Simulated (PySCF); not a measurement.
SiFCl2Br, SMILES F[Si](Cl)(Cl)Br. Coordinates come from a ωB97X-D3(BJ)/def2-SVP optimisation.

Problem. Give the equilibrium geometry at ωB97X-D3(BJ)/def2-SVP (PySCF confirms it by a frequency run) as a Z-matrix, and its point group. (The exact figures need the calculation; the answer reports its results.)

Solution. point group Cs.
```
Si
F 1 1.6060
Cl 1 2.0253 2 108.30
Cl 1 2.0253 2 108.30 3 -119.50
Br 1 2.1745 2 108.74 3 120.25
```
